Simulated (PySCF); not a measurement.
# `[H]/N=C\C1=CC=CC12CC2` in a uniform electric field

Compound: C₈H₉N.
Structure used (PBE0-D3(BJ)/def2-SVP), in Å, numbered top down from 1:
```
atom  x, y, z in Å
N1     2.9163   -0.7709    1.2527
C2     1.7250   -0.8849    0.8133
C3     0.9236    0.0939    0.0858
C4     1.2757    1.3535   -0.3111
C5     0.1675    1.9761   -1.0053
C6    -0.8745    1.1064   -1.0425
C7    -0.4729   -0.1325   -0.3623
C8    -0.9721   -1.4976   -0.8296
C9    -1.4689   -0.9575    0.4495
H10    3.2889    0.1590    1.0262
H11    1.2283   -1.8529    1.0064
H12    2.2433    1.8290   -0.1378
H13    0.1824    2.9822   -1.4260
H14   -1.8549    1.2681   -1.4923
H15   -1.6335   -1.4970   -1.6989
H16   -0.2440   -2.3122   -0.8136
H17   -1.0968   -1.3839    1.3842
H18   -2.4882   -0.5683    0.5017
```

Level: CAM-B3LYP/def2-SVPD (PySCF); nuclei fixed, core orbitals frozen in the response. Permanent dipole (-2.876, 0.839, -1.488) D (1 au = 2.5417 D). Static polarisability (au):

```
x   114.90   4.57  17.28
y     4.57 106.70 -15.31
z    17.28 -15.31  79.63
```

Only the terms in μ and α are kept: μ(F) = μ + αF and ΔE = −μ·F − ½ F·αF.

(1) Apply 0.003 au along ±x, ±y and ±z in turn. Tabulate induced and total dipoles and both energy terms.

(2) For the field (0.0003, 0.0003, 0.0021) au, what is the induced dipole, and what angle does it make with the field?

(3) At what field along the permanent dipole would the induced dipole along it equal the permanent one, in this linear picture?

(4) What field makes μF equal to kT at 298 K?

(5) A unit point charge sits 7 Å away. Estimate the induction energy −αe²/2R⁴ with the mean polarisability, treating the molecule as a point.

## Answers

(1) 
| field along | induced x (D) | induced y (D) | induced z (D) | total size (D) | −μ·F (kJ/mol) | −½F·αF (kJ/mol) |
| --- | --- | --- | --- | --- | --- | --- |
| +x | 0.876 | 0.035 | 0.132 | 2.570 | +8.912 | -1.358 |
| −x | -0.876 | -0.035 | -0.132 | 4.165 | -8.912 | -1.358 |
| +y | 0.035 | 0.814 | -0.117 | 3.658 | -2.600 | -1.261 |
| −y | -0.035 | -0.814 | 0.117 | 3.218 | +2.600 | -1.261 |
| +z | 0.132 | -0.117 | 0.607 | 2.971 | +4.611 | -0.941 |
| −z | -0.132 | 0.117 | -0.607 | 3.788 | -4.611 | -0.941 |

(2) αF = (0.183, 0.003, 0.427) D, at 16.9° to the field. The polarisability along this direction, F·αF/F², is 81.57 au, against a mean of 100.41 au.

(3) The polarisability along the dipole is 122.07 au, so F = 1.3160 au / 122.07 au = 0.0108 au = 0.55 V/Å; higher-order terms are ignored.

(4) kT = 0.9437 × 10⁻³ Eh, so F = 0.000717 au = 3.69 MV/cm.

(5) R = 13.23 bohr, so the energy is −100.4/(2 × 13.23⁴) Eh = -4.3 kJ/mol. The charge–dipole term at its most favourable orientation, −μe/R², is -19.7 kJ/mol.

Isolated species at its PBE0-D3(BJ)/def2-SVP geometry (one conformer only).
